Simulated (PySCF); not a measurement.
A structure optimised at PBE-D3(BJ)/def2-TZVP, used in a PySCF frequency run:

```xyz
5

N      0.0093     1.2155     0.0000
C      0.0191     0.0636     0.0000
O     -0.1150    -1.1755     0.0000
H      0.0263     2.2309     0.0000
H      0.7140    -1.7168     0.0000
```
Charge +1, spin multiplicity 1.

### Question
Write its SMILES, formula and point group.

### Answer
N=C=[OH+], CH2NO, Cs

### Question
What are its rotational constants (standard atomic weights)?

### Answer
729.25, 9.9368, 9.8032 GHz
